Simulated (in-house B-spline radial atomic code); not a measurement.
A fraction x of an electron is removed from 3p in the argon ion Ar²⁺, starting from [Ne] 3s2 3p4 and keeping the highest spin. All numbers are computed (non-relativistic HSE06, spin-polarised, spherical fractional occupations; point nucleus) with an all-electron radial atomic-structure program (B-spline basis), not measured.

Caution: exact exchange at fractional occupations of open shells leaves self-interaction of up to several eV.

```json
{"x": "0", "E(x) - E(0) (eV)": "0.0000", "3p down level (eV)": "-33.551"}
{"x": "0.06", "E(x) - E(0) (eV)": "2.0345", "3p down level (eV)": "-34.264"}
{"x": "0.21", "E(x) - E(0) (eV)": "7.3084", "3p down level (eV)": "-36.057"}
{"x": "0.26", "E(x) - E(0) (eV)": "9.1263", "3p down level (eV)": "-36.657"}
{"x": "0.49", "E(x) - E(0) (eV)": "17.8768", "3p down level (eV)": "-39.437"}
{"x": "0.5", "E(x) - E(0) (eV)": "18.2718", "3p down level (eV)": "-39.559"}
{"x": "0.6", "E(x) - E(0) (eV)": "22.2886", "3p down level (eV)": "-40.776"}
{"x": "0.66", "E(x) - E(0) (eV)": "24.7572", "3p down level (eV)": "-41.509"}
{"x": "0.8", "E(x) - E(0) (eV)": "30.6886", "3p down level (eV)": "-43.225"}
{"x": "1", "E(x) - E(0) (eV)": "39.5798", "3p down level (eV)": "-"}
```

The exact functional would give a straight line between the two integer points. Deviations E(x) - E(0) - x[E(1) - E(0)], in eV: -0.34 at x = 0.06, -1.003 at x = 0.21, -1.164 at x = 0.26, -1.517 at x = 0.49, -1.518 at x = 0.5, -1.459 at x = 0.6, -1.365 at x = 0.66, -0.975 at x = 0.8.

The curve lies below the straight line by up to 1.518 eV (at x = 0.5): convex, the delocalisation error, to which spherically averaged exact exchange adds.

How well does Slater's transition state (minus the level at half occupation) give the ionisation energy?

It gives 39.559 eV against 39.580 eV from the two total energies; NIST lists 40.73 eV, ground level to ground level. The end point has an open shell averaged over its orbitals, so its exact exchange keeps a self-interaction and this is no true integer point.
